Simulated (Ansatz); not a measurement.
A run for Ansatz (an electronic-structure program): U-PBE0/def2-TZVPP on WN, 2S+1 = 8, a spin state set in the input, which need not be the lowest. Elements past Kr take the def2 small-core potentials; no spin–orbit coupling.

Ansatz 0.2 input:
```yaml
crystal:
  periodic: [false, false, false]
  atoms:
    - {symbol: W, position_ang: [0.00000000, 0.00000000, 0.00000000]}
    - {symbol: N, position_ang: [0.00000000, 0.00000000, 2.21300000]}
basis:
  gaussian:
    orbitals: def2-TZVPP
hamiltonian:
  xc: {name: PBE0}
magnetization: {spin_polarized: true, initial_magnetization: 7}
relax: {f_tol: 0.002, max_steps: 120}
```

Program output:

```
WARN ansatz: RAYON_NUM_THREADS=1 ignored (pool sized by the plan → 1); use --threads N
Functional definition: PBE0
integrals: 0.02 GiB planned
555 factors; their error is unknown
mean field: 0.25 GiB planned
mean field evaluation 1: about -3305.3517 eV, gradient 1.8e1 eV
mean field evaluation 2: about -3301.8823 eV, gradient 3.0e1 eV
mean field evaluation 4: about -3307.0230 eV, gradient 1.8e0 eV
mean field evaluation 8: about -3307.0605 eV, gradient 1.1e-1 eV
mean field evaluation 16: about -3307.0740 eV, gradient 1.3e-4 eV
mean field -3307.07398457 eV, -121.5327273176 hartree, gradient 2.7e-5 eV, S^2 15.760427; 2 other end points of the search recorded, 0 dependent functions left out
the calculation of the forces begins
reference -3307.07401249 eV, -121.5327283437 hartree; 14, 7 occupied and 73, 80 virtual orbitals, 555 factors
relax step   1: F+E_penalty+E_count = -3307.07398457 eV  Δ(F+E_penalty+E_count) = +0.000e0 eV  max|allowed force component| = 8.339e-1 eV/Å  Δτ_max = 0.0000 Å  (47 SCF iters, accepted)
these checks for a lower state are left out or cut short: starts, cluster_reference, orbital_swaps, neighbouring_geometries, increment
integrals: 0.02 GiB planned
555 factors; their error is unknown
mean field: 0.25 GiB planned
mean field evaluation 32: about -3307.0967 eV, gradient 1.3e-5 eV
mean field -3307.09671362 eV, -121.5335625949 hartree, gradient 1.3e-5 eV, S^2 15.759477; 0 other end points of the search recorded, 0 dependent functions left out
the calculation of the forces begins
reference -3307.09674193 eV, -121.5335636353 hartree; 14, 7 occupied and 73, 80 virtual orbitals, 555 factors
relax step   2: F+E_penalty+E_count = -3307.09671362 eV  Δ(F+E_penalty+E_count) = -2.273e-2 eV  max|allowed force component| = 4.766e-1 eV/Å  Δτ_max = 0.0499 Å  (41 SCF iters, accepted)
these checks for a lower state are left out or cut short: starts, cluster_reference, orbital_swaps, neighbouring_geometries, increment
integrals: 0.02 GiB planned
555 factors; their error is unknown
mean field: 0.25 GiB planned
mean field -3307.10399992 eV, -121.5338303613 hartree, gradient 1.6e-5 eV, S^2 15.759764; 0 other end points of the search recorded, 0 dependent functions left out
the calculation of the forces begins
reference -3307.10402812 eV, -121.5338313977 hartree; 14, 7 occupied and 73, 80 virtual orbitals, 555 factors
relax step   3: F+E_penalty+E_count = -3307.10399992 eV  Δ(F+E_penalty+E_count) = -7.286e-3 eV  max|allowed force component| = 1.904e-2 eV/Å  Δτ_max = 0.0150 Å  (38 SCF iters, accepted)
these checks for a lower state are left out or cut short: starts, cluster_reference, orbital_swaps, neighbouring_geometries, increment
integrals: 0.02 GiB planned
555 factors; their error is unknown
mean field: 0.25 GiB planned
mean field -3307.10401266 eV, -121.5338308296 hartree, gradient 9.9e-6 eV, S^2 15.759777; 0 other end points of the search recorded, 0 dependent functions left out
the calculation of the forces begins
reference -3307.10404086 eV, -121.5338318658 hartree; 14, 7 occupied and 73, 80 virtual orbitals, 555 factors
relax step   4: F+E_penalty+E_count = -3307.10401266 eV  Δ(F+E_penalty+E_count) = -1.274e-5 eV  max|allowed force component| = 9.889e-5 eV/Å  Δτ_max = 0.0007 Å  (41 SCF iters, accepted)
integrals: 0.02 GiB planned
555 factors; their error is unknown
mean field: 0.25 GiB planned
mean field evaluation 64: about -3307.1040 eV, gradient 1.5e-3 eV
mean field -3307.10401266 eV, -121.5338308296 hartree, gradient 2.7e-5 eV, S^2 15.759777; 3 other end points of the search recorded, 0 dependent functions left out
the calculation of the forces begins
reference -3307.10404086 eV, -121.5338318658 hartree; 14, 7 occupied and 73, 80 virtual orbitals, 555 factors
Total energy: -3307.10404086 eV, -121.5338318658 hartree
Atom 0 at    -0.000000    -0.000000     0.034230 Å, force    -0.000000     0.000000    -0.000099 eV/Å
Atom 1 at     0.000000     0.000000     2.178770 Å, force     0.000000    -0.000000     0.000099 eV/Å
Dipole moment:     0.000000    -0.000000    -0.593770 e Å
```

The run converged.

Cost: about 5 core-seconds (a rough figure).
